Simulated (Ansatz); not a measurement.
Consider the ligand exchange at the Si–C bond: `CC([SiH3])(Cl)Cl` + `[OH][Mg][O][SiH3]` → `[SiH3][O][Mg][O][SiH3]` + `CC(Cl)Cl`.

Program: Ansatz. Geometries: PBE0-D4/def2-TZVP. ΔE: electronic, gas phase. CBS: MP2 limit from def2 TZ/QZ plus the TZ coupled-cluster correction, frozen cores. Functionals use def2-TZVPP. For Mg outer-core shells are correlated without core-valence functions, which leaves a few kJ/mol of doubt a bond. Each species was taken in one conformer, which may not be the lowest.

| species | BLYP energy (Eh) |
| --- | --- |
| `CC([SiH3])(Cl)Cl` | -1289.71360 |
| `[OH][Mg][O][SiH3]` | -642.61162 |
| `[SiH3][O][Mg][O][SiH3]` | -933.35080 |
| `CC(Cl)Cl` | -999.02770 |

Problem. Work out ΔE.

Solution. ΔE = (-933.35080) + (-999.02770) − (-1289.71360) − (-642.61162) = -0.05328 Eh = -139.9 kJ/mol. CCSD(T)/CBS gives -135.8 kJ/mol.

Largest T1 diagnostic among the species: 0.011.

At CCSD(T), def2-SVP lies +7.7 kJ/mol from the extrapolated value and def2-TZVPP +0.7 kJ/mol. From PBE to PBE0 (25 % exact exchange), in def2-TZVPP and without D4, ΔE moves by −7.2 kJ/mol. In def2-TZVPP, CCSD(T) changes the Hartree–Fock value by +32.3 kJ/mol (the triples alone add +5.2 kJ/mol) and MP2 by +35.3 kJ/mol.
